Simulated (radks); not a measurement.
Values are calculated unless marked as measured or tabulated.
Si V, configuration [Ne]. Level of theory: Dirac Kohn-Sham, PBE, spin-unpolarised, spherical densities, point nucleus (a radial shooting solver on a logarithmic mesh with Libxc functionals).

Unscreened Slater integrals over Kohn-Sham orbitals (eV). Large and small components are both included. Empty in this configuration: 3s1/2.

integral           value
F0(2p3/2,2p3/2)   47.035
F2(2p3/2,2p3/2)   21.617
F0(2p3/2,2p1/2)   47.131
G2(2p3/2,2p1/2)   21.629
F0(2p3/2,2s1/2)   45.042
G1(2p3/2,2s1/2)   26.886
F0(2p3/2,1s1/2)   66.236
G1(2p3/2,1s1/2)   8.9626
F0(2p3/2,3s1/2)   18.682
G1(2p3/2,3s1/2)   1.6422
F0(2p1/2,2p1/2)   47.227
F0(2p1/2,2s1/2)   45.122
G1(2p1/2,2s1/2)   26.888
F0(2p1/2,1s1/2)   66.544
G1(2p1/2,1s1/2)   9.0296
F0(2p1/2,3s1/2)   18.691
G1(2p1/2,3s1/2)   1.6411
F0(2s1/2,2s1/2)   43.750
F0(2s1/2,1s1/2)   61.896
G0(2s1/2,1s1/2)   5.0094
F0(2s1/2,3s1/2)   18.534
G0(2s1/2,3s1/2)   1.3011
F0(1s1/2,1s1/2)   230.24
F0(1s1/2,3s1/2)   20.763
G0(1s1/2,3s1/2)  0.66303
F0(3s1/2,3s1/2)   14.186
